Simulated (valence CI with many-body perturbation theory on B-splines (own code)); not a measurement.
**E1 line list for Cs4+**

Calculated by valence CI with perturbative core correlation (CI+MBPT): five valence electrons over a frozen Dirac-Fock core [Kr] 4d10, radial functions for each j: 11 s, 11 p, 10 d, 8 f, 5 g, 2 h, with the one-electron correlation potential Σ1 (screened to all orders), the two-electron term Σ2, the three-electron term Σ3, Breit, model QED; selected single and double excitations, second order for the rest, scaled by the run's own slope (own B-spline code, finite nucleus).

Set against measurement, 41 paired levels are off by 280 cm⁻¹ on average, the worst by 650. These come from a selection out of Sansonetti, J. Phys. Chem. Ref. Data 38, 761 (2009). Levels without a partner in it may be off by more, other configurations by several thousand cm⁻¹. Among the levels kept, up to 2600 cm⁻¹ of a level comes from second order outside the variational space, and about a tenth of that is noise between levels of different J, which matters for small intervals. 3 measured levels below the end of the list, from 170737 cm⁻¹ on, found no clear computed partner, and computed levels of the same name lie up to 16699 cm⁻¹ from them.

Lines 1 to 50 of 599 in falling wavelength, among levels below 313110 cm⁻¹, chosen from the strongest by gf and those to the six lowest levels. Wavelengths and rates use the calculated energies, so an error of 300 cm⁻¹ moves a line at 2313 nm by 6.9 % and its rate by three times that or more. Electric multipoles are in the length gauge, E1 and E2 with the static RPA response of the core. Weak lines are less certain than strong ones. Lines between different terms over intervals too small for the method are left out, as are lines whose strength nearly cancels. Where a level lies close to another of its J and parity, the split of strength between their lines is uncertain. The highest levels of a list are the least certain.

Names give the largest LS component (configuration and term), which can be under half, so a name can repeat, a term be missing and a line seem to break the LS rules; names also repeat where a configuration has a term twice. Letters in brackets count levels of one name in rising energy.

| λ vac (nm) | Upper | Lower | A (s⁻¹) | log gf | Branch % |
| --- | --- | --- | --- | --- | --- |
| 2313 | 5s2 5p2 5f 4D°_7/2 [a] | 4f 5s 5p3 4D_5/2 [a] | 3.71e+05 | -0.62 | 0.0 |
| 1948 | 5s2 5p2 5f 4G°_5/2 | 5s2 5p2 6d 4F_3/2 | 8.01e+05 | -0.56 | 0.0 |
| 1336 | 5s2 5p2 5f 4G°_7/2 | 4f 5s 5p3 4P_5/2 [a] | 6.16e+05 | -0.88 | 0.0 |
| 1317 | 4f 5s 5p3 4H_13/2 | 5s 5p3 5d 4G°_11/2 | 4.14e+05 | -0.82 | 0.3 |
| 1147 | 4f 5s 5p3 2H_11/2 | 5s 5p3 5d 2G°_9/2 | 5.10e+05 | -0.92 | 0.2 |
| 1115 | 4f 5s 5p3 4H_9/2 | 5s 5p3 5d 4G°_7/2 | 6.54e+05 | -0.91 | 0.2 |
| 1050 | 4f 5s 5p3 4H_7/2 | 5s 5p3 5d 4G°_5/2 | 7.66e+05 | -0.99 | 0.2 |
| 1023 | 4f 5s 5p3 4G_11/2 | 5s 5p3 5d 4G°_9/2 | 6.63e+05 | -0.90 | 0.2 |
| 924.2 | 4f 5s 5p3 2H_9/2 | 5s 5p3 5d 2G°_7/2 | 7.47e+05 | -1.02 | 0.1 |
| 860.1 | 4f 5s 5p3 4F_9/2 [a] | 5s 5p3 5d 4D°_7/2 [a] | 1.20e+06 | -0.87 | 0.9 |
| 833.4 | 4f 5s 5p3 4F_7/2 [a] | 5s 5p3 5d 4D°_5/2 | 1.34e+06 | -0.95 | 0.5 |
| 829.4 | 4f 5s 5p3 4F_5/2 [a] | 5s 5p3 5d 4D°_3/2 [a] | 1.17e+06 | -1.14 | 0.4 |
| 812.7 | 4f 5s 5p3 4H_11/2 | 5s 5p3 5d 4F°_9/2 [a] | 1.19e+06 | -0.85 | 0.4 |
| 773.3 | 4f 5s 5p3 4G_9/2 | 5s 5p3 5d 4F°_7/2 [a] | 1.59e+06 | -0.84 | 0.3 |
| 748.6 | 4f 5s 5p3 4G_7/2 | 5s 5p3 5d 4F°_5/2 [a] | 1.63e+06 | -0.96 | 0.3 |
| 747.1 | 4f 5s 5p3 4G_5/2 | 5s 5p3 5d 4F°_3/2 [a] | 1.49e+06 | -1.13 | 0.2 |
| 695.6 | 4f 5s2 5p2 2G°_9/2 [c] | 5s2 5p2 5d 2G_7/2 | 1.95e+06 | -0.85 | 41.7 |
| 674.9 | 4f 5s 5p3 6F_11/2 | 5s 5p3 5d 6D°_9/2 | 3.81e+06 | -0.51 | 15.6 |
| 672.0 | 4f 5s2 5p2 2G°_9/2 [b] | 5s2 5p2 5d 4D_7/2 | 2.23e+06 | -0.82 | 61.7 |
| 650.3 | 4f 5s2 5p2 4G°_7/2 | 5s2 5p2 5d 4F_5/2 | 2.83e+06 | -0.84 | 12.6 |
| 649.4 | 4f 5s 5p3 4G_11/2 | 5s 5p3 5d 4F°_9/2 [a] | 1.00e+06 | -1.12 | 0.3 |
| 645.2 | 4f 5s 5p3 6F_9/2 | 5s 5p3 5d 6D°_7/2 | 3.52e+06 | -0.66 | 9.5 |
| 635.7 | 4f 5s2 5p2 2G°_7/2 [a] | 5s2 5p2 5d 2F_5/2 [a] | 2.68e+06 | -0.89 | 22.0 |
| 633.8 | 4f 5s 5p3 6F_7/2 | 5s 5p3 5d 6D°_5/2 | 2.80e+06 | -0.87 | 7.5 |
| 633.8 | 4f 5s 5p3 6F_5/2 | 5s 5p3 5d 6D°_5/2 | 1.99e+06 | -1.14 | 6.0 |
| 623.4 | 4f 5s 5p3 6F_5/2 | 5s 5p3 5d 6D°_3/2 | 2.24e+06 | -1.11 | 6.7 |
| 613.6 | 4f 5s2 5p2 4G°_11/2 | 5s2 5p2 5d 4F_9/2 | 4.26e+06 | -0.54 | 100.0 |
| 594.9 | 4f 5s2 5p2 2H°_11/2 | 5s2 5p2 5d 2G_9/2 | 4.79e+06 | -0.52 | 92.5 |
| 593.9 | 4f 5s2 5p2 2G°_9/2 [a] | 5s2 5p2 5d 2F_7/2 [a] | 3.86e+06 | -0.69 | 89.4 |
| 592.9 | 4f 5s2 5p2 4G°_9/2 | 5s2 5p2 5d 4F_7/2 | 4.50e+06 | -0.62 | 98.9 |
| 591.8 | 4f 5s2 5p2 2F°_7/2 [c] | 5s2 5p2 5d 2D_5/2 [b] | 2.57e+06 | -0.97 | 24.3 |
| 432.3 | 4f 5s2 5p2 2H°_9/2 | 5s2 5p2 5d 2G_7/2 | 2.72e+06 | -1.12 | 51.7 |
| 389.9 | 4f 5s2 5p2 2D°_5/2 [a] | 5s2 5p2 5d 4F_3/2 | 5.50e+06 | -1.12 | 21.3 |
| 338.1 | 5s2 5p2 6p 2S°_1/2 | 5s2 5p2 6s 2P_1/2 | 3.18e+07 | -0.96 | 1.7 |
| 328.1 | 5s2 5p2 6p 4D°_5/2 | 5s2 5p2 6s 2D_3/2 [a] | 1.05e+07 | -0.99 | 0.5 |
| 310.3 | 5s2 5p2 6p 2D°_5/2 [a] | 5s2 5p2 6s 2D_3/2 [a] | 3.30e+07 | -0.54 | 1.7 |
| 307.3 | 5s2 5p2 6p 4S°_3/2 | 5s2 5p2 6s 2D_3/2 [a] | 2.90e+07 | -0.78 | 1.5 |
| 304.2 | 5s2 5p2 6p 4D°_3/2 [b] | 5s2 5p2 6s 2P_1/2 | 5.25e+07 | -0.54 | 2.8 |
| 287.5 | 5s2 5p2 6p 4D°_5/2 | 5s2 5p2 6s 4P_5/2 | 5.65e+07 | -0.38 | 2.6 |
| 287.5 | 5s2 5p2 6p 2S°_1/2 | 5s2 5p2 6s 4P_3/2 | 1.41e+08 | -0.46 | 7.7 |
| 284.2 | 5s2 5p2 6p 4D°_3/2 [b] | 5s2 5p2 5d 2P_3/2 [b] | 4.06e+07 | -0.71 | 2.2 |
| 280.1 | 5s2 5p2 6p 2P°_3/2 [b] | 5s2 5p2 6s 2D_3/2 [b] | 6.52e+07 | -0.51 | 3.5 |
| 279.3 | 5s2 5p2 6p 4D°_1/2 | 5s2 5p2 6s 4P_1/2 | 2.28e+08 | -0.27 | 12.2 |
| 273.8 | 5s2 5p2 6p 2D°_5/2 [a] | 5s2 5p2 6s 4P_5/2 | 9.31e+07 | -0.20 | 4.8 |
| 271.7 | 5s2 5p2 6p 2D°_5/2 [c] | 5s2 5p2 6s 2D_3/2 [b] | 2.40e+07 | -0.80 | 1.3 |
| 271.5 | 5s2 5p2 6p 4S°_3/2 | 5s2 5p2 6s 4P_5/2 | 3.15e+07 | -0.86 | 1.6 |
| 268.7 | 5s2 5p2 6p 4D°_3/2 [a] | 5s2 5p2 5d 2P_1/2 [b] | 3.73e+07 | -0.79 | 1.8 |
| 268.3 | 5s2 5p2 6p 2F°_5/2 | 5s2 5p2 6s 2D_3/2 [b] | 2.54e+08 | 0.22 | 13.1 |
| 265.7 | 5p5 2P°_3/2 | 5s2 5p2 6s 2D_3/2 [a] | 2.04e+07 | -1.06 | 1.2 |
| 264.2 | 5s2 5p2 6p 2P°_3/2 [b] | 5s2 5p2 6s 2D_5/2 | 2.08e+08 | -0.06 | 11.0 |
